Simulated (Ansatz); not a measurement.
Gas-phase electronic energies from Ansatz, PBE0-D4/def2-TZVP geometries. CCSD(T)/CBS is the MP2 limit (def2-TZVPP, def2-QZVPP) plus CCSD(T) − MP2 in def2-TZVPP, frozen cores. This one scheme is used for every species. DFT in def2-TZVPP. Each species was taken in one conformer, which may not be the lowest.

`[OH][Al]([F])[Cl]` + propene → `C=C[CH2][Al]([F])[Cl]` + H₂O  (formal exchange of groups at the Al–O bond)

`[OH][Al]([F])[Cl]`:

```xyz
5

O     0.912   -0.757    0.531
Al   -0.450    0.044   -0.026
F    -1.918   -0.534    0.400
Cl   -0.349    1.731   -1.231
H     1.805   -0.484    0.326
```

`C=CC`:

```xyz
9

C    -0.897    0.941   -0.479
C    -0.261    0.213    0.427
C     0.792   -0.799    0.129
H    -0.681    0.840   -1.539
H    -1.655    1.662   -0.198
H    -0.512    0.349    1.478
H     1.732   -0.545    0.629
H     0.500   -1.788    0.496
H     0.982   -0.873   -0.943
```

`C=C[CH2][Al]([F])[Cl]`:

Cartesian coordinates in Å:
```
C 0.839 -0.752 -0.985
C -0.070 0.237 -0.913
C -1.255 0.240 -0.012
Al 0.100 0.248 1.380
F 0.427 -1.151 2.187
Cl 1.093 1.981 1.993
H 1.742 -0.638 -1.569
H 0.681 -1.714 -0.503
H 0.160 1.173 -1.418
H -1.797 -0.707 -0.001
H -1.920 1.084 -0.157
```

H₂O:

Cartesian coordinates in Å:
```
O 0.058 -0.384 0.019
H -0.618 0.126 0.469
H 0.559 0.258 -0.488
```

Task: Is it downhill or uphill in electronic energy at CCSD(T)/CBS, and by how much? (An estimate is asked.)

Result: The calculation gave: Uphill: ΔE = +1.33 eV.

Task: What do these levels give: PBE-D4, B97M-V, PBE0-D4, CAM-B3LYP-D4, ωB97M-V, r2SCAN0? (Best estimate.)

Result: Computed: PBE-D4 1.19, B97M-V 1.35, PBE0-D4 1.21, CAM-B3LYP-D4 1.44, ωB97M-V 1.30, r2SCAN0 1.31 eV.

Largest T1 diagnostic among the species: 0.011.

Leaving LDA and LC-ωPBE aside and taking each functional with its dispersion term where it has one, the values, not all of them listed here, spread over 0.27 eV, from PBE-D4 to B2PLYP. LDA lies −0.12 eV from PBE without D4. At CCSD(T), def2-SVP lies +0.09 eV from the extrapolated value and def2-TZVPP +0.03 eV.
